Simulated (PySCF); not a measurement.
Species: CH₅AlF₃N.
Geometry (GFN2-xTB, Å), atoms numbered from 1 in this order:
```
atom  x, y, z in Å
N1     1.4077   -0.2796    0.2253
Al2   -0.0160    1.0397   -0.4082
C3    -1.4832   -0.4106   -0.2267
F4    -2.8157   -0.3833   -0.3483
F5    -1.2463   -0.1076    1.1458
F6    -1.1400   -1.7321   -0.2885
H7     2.3574    0.0585    0.0822
H8     1.2865   -0.4575    1.2249
H9     1.3190   -1.1773   -0.2564
H10    0.3617    1.3369   -1.8722
H11   -0.0258    2.1156    0.6960
```

The closed-shell SCF was solved with PySCF and density fitting under several settings on one GFN2-xTB geometry (grid level 2 and gas phase unless stated).

```
      settings  basis functions  SCF cycles     E (Eh)  HOMO (eV)  LUMO (eV)  dipole (D)
 PBE0/pcSseg-1              134          13  -637.2878      -7.50      -0.29        5.77
PBE0/def2-SVPD              173          13  -636.9799      -7.57      -0.65        5.64
```

Task: Estimate the row for these settings: OLYP/pcseg-1, start guess atom.

Result: 
```
                      settings  basis functions  SCF cycles     E (Eh)  HOMO (eV)  LUMO (eV)  dipole (D)
OLYP/pcseg-1, start guess atom              113          12  -637.6165      -5.93      -1.20        5.58
```

Task: Over all rows, what range does the HOMO–LUMO gap span?

Result: From 4.73 eV (OLYP/pcseg-1, start guess atom) to 7.21 eV (PBE0/pcSseg-1). The functional of the narrowest has no exact exchange, that of the widest 25 % exact exchange.

Task: And the dipole moment?

Result: From 5.58 D (OLYP/pcseg-1, start guess atom) to 5.77 D (PBE0/pcSseg-1); the largest is 1.03 times the smallest, and the median is 5.64 D.

Task: Compare two rows with the functional PBE0: PBE0/pcSseg-1 and PBE0/def2-SVPD. Which energy is lower, and by how much?

Result: PBE0/pcSseg-1 (134 functions) lies 0.3079 Eh or 193 kcal/mol below PBE0/def2-SVPD (173 functions). The smaller set gives the lower energy; the two sets aren't nested, so the variational bound doesn't order them by size.

Whole jobs, the steps after the SCF included, on an Arm Neoverse V1 with one thread, no GPU, shared host:

```json
{"settings": "PBE0/pcSseg-1", "work after the SCF": "shieldings, charges and field gradients, density and orbital grids written", "wall time": "15 s", "peak memory": "0.63 GiB"}
{"settings": "PBE0/def2-SVPD", "work after the SCF": "6 singlets by full TDDFT, 2 Tamm–Dancoff triplets, polarisability, density and orbital grids written", "wall time": "20 s", "peak memory": "0.72 GiB"}
{"settings": "OLYP/pcseg-1, start guess atom", "work after the SCF": "shieldings, charges and field gradients", "wall time": "13 s", "peak memory": "0.48 GiB"}
```

Cycle counts include a coarse-grid stage where the run had one.
